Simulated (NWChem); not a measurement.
System: C8H7NS2; SMILES Cc1ccsc1-c1nccs1

NWChem input:

```
start job
memory heap 200 mb stack 900 mb global 1100 mb
geometry units angstroms noautosym nocenter noautoz
  C     -2.513377     1.244251     0.000000
  C     -1.052478     1.559595     0.000000
  C     -0.534747     2.886659     0.000000
  C      0.833418     2.944735     0.000000
  S      1.530989     1.382927     0.000000
  C     -0.027603     0.621696     0.000000
  C     -0.149875    -0.822029     0.000000
  N     -1.283399    -1.472472     0.000000
  C     -1.086962    -2.817293     0.000000
  C      0.216358    -3.233369     0.000000
  S      1.257806    -1.868228     0.000000
  H     -3.107707     2.168650     0.000000
  H     -2.791165     0.639689    -0.875961
  H     -2.791165     0.639689     0.875961
  H     -1.171136     3.773266     0.000000
  H      1.471621     3.827256     0.000000
  H     -1.947761    -3.488741     0.000000
  H      0.608547    -4.248588     0.000000
end
basis spherical
  C library def2-svp
  S library def2-svp
  N library def2-svp
  H library def2-svp
end
dft
  xc pbe0
  iterations 150
  semidirect filesize 400000000
end
property
  efieldgrad
end
task dft property
```

Structure relaxed at the PBE0/def2-SVP level. Not confirmed as a minimum by frequencies.

Vzz is the largest principal value of the second derivative of the potential at the nucleus (NWChem prints the opposite sign); η is the asymmetry. Non-relativistic.

Atoms are numbered as in the input.

Problem. What results follow from this input? (PBE0/def2-SVP.) Quantities: Vzz S5 (a.u.); η S5; Vzz N8 (a.u.); η N8; Vzz S11 (a.u.); η S11.

Solution. Vzz S5 (a.u.): 1.674
η S5: 0.63
Vzz N8 (a.u.): -0.860
η N8: 0.01
Vzz S11 (a.u.): 1.579
η S11: 0.60
